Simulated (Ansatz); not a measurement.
Calculated with Ansatz (gas phase, PBE0-D4/def2-TZVP geometries, no zero-point term in ΔE). CCSD(T)/CBS adds triple-zeta CCSD(T) − MP2 to the extrapolated MP2 energy (def2 sets, frozen cores). This one scheme is used for every species. Functionals use def2-TZVPP. Elements past krypton have def2 core potentials. For Sn outer-core shells are correlated without core-valence functions, which leaves a few kJ/mol of doubt a bond. Each species was taken in one conformer, which may not be the lowest.

Reaction (formal hydrolysis of the Sn–C bond): `[CH3][Sn]([F])([F])[F]` + H₂O → `[OH][Sn]([F])([F])[F]` + CH₄

CCSD(T)/CBS gives -0.02 eV.

Question: Another level gave -0.08 eV. Which?
A. B97M-V/def2-TZVPP
B. PBE-QIDH/def2-TZVPP
C. BHLYP/def2-TZVPP
D. HF/def2-TZVPP

Answer: C. BHLYP -0.08, PBE-QIDH -0.03, B97M-V -0.19, HF/def2-TZVPP -0.15 eV.

Largest T1 diagnostic among the species: 0.015.

From PBE to PBE0 (25 % exact exchange), in def2-TZVPP and without D4, ΔE moves by +0.04 eV. Leaving LDA and LC-ωPBE aside and taking each functional with its dispersion term where it has one, the values spread over 0.19 eV, from B97M-V to PBE0-D4. LDA lies +0.08 eV from PBE without D4.
